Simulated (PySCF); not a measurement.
SMILES [GaH2][SiH3] (B3LYP/def2-SVP optimised geometry):

```
7

Ga    -1.312    -1.640     1.934
H     -1.295    -3.220     1.930
H     -1.828    -0.912     3.236
Si    -0.522    -0.396     0.000
H      0.976    -0.396     0.000
H     -0.976     1.028     0.000
H     -0.969    -1.028    -1.280
```

Calculation: B3LYP/def2-TZVP in PySCF.

Task: What are the frontier orbital energies and the dipole moment?

Result: HOMO-2 -9.58 eV, HOMO-1 -8.35 eV, HOMO -7.44 eV, LUMO -2.40 eV, LUMO+1 0.10 eV; dipole moment 0.10 D.

On the same geometry PBE/def2-TZVP in PySCF gives HOMO-2 -8.47 eV, HOMO-1 -7.30 eV, HOMO -6.57 eV, LUMO -2.94 eV, LUMO+1 -0.45 eV; dipole moment 0.10 D.

Meta-Löwdin charges at B3LYP/def2-TZVP: Ga1 0.18, H2 -0.07, H3 -0.07, Si4 0.20, H5 -0.08, H6 -0.08, H7 -0.08.
